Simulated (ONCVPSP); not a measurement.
**Reading a pseudo-wave (scandium (Sc))**

Columns: radius, all-electron u(r) and pseudo u(r) of the 3p shell (level -35.19 eV) of scandium in the configuration [Ne] 3s2 3p6 3d1 4s1.75; LDA (Perdew-Wang 92), scalar-relativistic, ONCV scheme, ONCVPSP 4.0.1.

```json
{"r (bohr)": "0.125", "all-electron": "-0.4376", "pseudo": "0.0466"}
{"r (bohr)": "0.250", "all-electron": "-0.4322", "pseudo": "0.1759"}
{"r (bohr)": "0.375", "all-electron": "-0.0609", "pseudo": "0.3603"}
{"r (bohr)": "0.500", "all-electron": "0.3554", "pseudo": "0.5623"}
{"r (bohr)": "0.625", "all-electron": "0.6787", "pseudo": "0.7452"}
{"r (bohr)": "0.750", "all-electron": "0.8799", "pseudo": "0.8817"}
{"r (bohr)": "0.875", "all-electron": "0.9744", "pseudo": "0.9585"}
{"r (bohr)": "1.000", "all-electron": "0.9898", "pseudo": "0.9764"}
{"r (bohr)": "1.125", "all-electron": "0.9533", "pseudo": "0.9464"}
{"r (bohr)": "1.250", "all-electron": "0.8860", "pseudo": "0.8836"}
{"r (bohr)": "1.375", "all-electron": "0.8032", "pseudo": "0.8026"}
{"r (bohr)": "1.500", "all-electron": "0.7150", "pseudo": "0.7150"}
{"r (bohr)": "1.625", "all-electron": "0.6280", "pseudo": "0.6279"}
{"r (bohr)": "1.750", "all-electron": "0.5458", "pseudo": "0.5457"}
{"r (bohr)": "1.875", "all-electron": "0.4705", "pseudo": "0.4704"}
{"r (bohr)": "2.000", "all-electron": "0.4030", "pseudo": "0.4029"}
{"r (bohr)": "2.125", "all-electron": "0.3434", "pseudo": "0.3433"}
{"r (bohr)": "2.250", "all-electron": "0.2913", "pseudo": "0.2913"}
{"r (bohr)": "2.375", "all-electron": "0.2464", "pseudo": "0.2464"}
{"r (bohr)": "2.500", "all-electron": "0.2077", "pseudo": "0.2077"}
{"r (bohr)": "2.625", "all-electron": "0.1748", "pseudo": "0.1747"}
{"r (bohr)": "2.750", "all-electron": "0.1467", "pseudo": "0.1467"}
{"r (bohr)": "2.875", "all-electron": "0.1229", "pseudo": "0.1229"}
{"r (bohr)": "3.000", "all-electron": "0.1028", "pseudo": "0.1028"}
{"r (bohr)": "3.125", "all-electron": "0.0859", "pseudo": "0.0859"}
{"r (bohr)": "3.250", "all-electron": "0.0717", "pseudo": "0.0717"}
```

(1) How many radial nodes do the two functions have?

(2) At about which radius was the pseudo-wave matched?

(3) Is the pseudo-wave norm-conserving?

## Answers

(1) The all-electron 3p function has n − l − 1 = 1; the pseudo-wave has 0, since the states of the same l below it are removed with the core.

(2) 1.60 bohr, where the columns begin to agree (steps of 0.12 bohr).

(3) Yes: the ONCV scheme keeps the norm inside the radius equal to the all-electron one, which fixes the energy derivative of the logarithmic derivative at the level.
